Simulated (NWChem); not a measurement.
C₂H₆Mg; SMILES [CH3][Mg][CH3]

```xyz
9

Mg     0.0000     0.0000    -0.4151
C      2.0992    -0.0005    -0.4150
H      2.5156    -0.3406     0.5495
H      2.5148     1.0052    -0.6026
H      2.5158    -0.6654    -1.1920
C     -2.0992     0.0005    -0.4150
H     -2.5148    -1.0052    -0.6026
H     -2.5158     0.6654    -1.1920
H     -2.5156     0.3406     0.5495
```
Atoms are numbered in this order, from 1.

All runs: NWChem. All runs use the structure optimised with PBE0/def2-SVP. GIAO values for the isolated, static molecule; σ is the absolute isotropic shielding.

| level | basis functions | σ Mg1 (ppm) | σ C2 (ppm) | σ H3 (ppm) | relative time |
|---|---|---|---|---|---|
| B3LYP/cc-pVDZ | 76 | 449.8 | 207.2 | 32.32 | 2 |
| B3LYP/cc-pVTZ | 178 | 434.2 | 202.1 | 32.43 | 10 |
| B3LYP/pcSseg-1 | 80 | 393.3 | 202.0 | 32.37 | 1 |
| B3LYP/pcSseg-2 | 184 | 393.0 | 199.5 | 32.35 | 7 |

The last column is a rough cost ratio, cheapest run = 1.
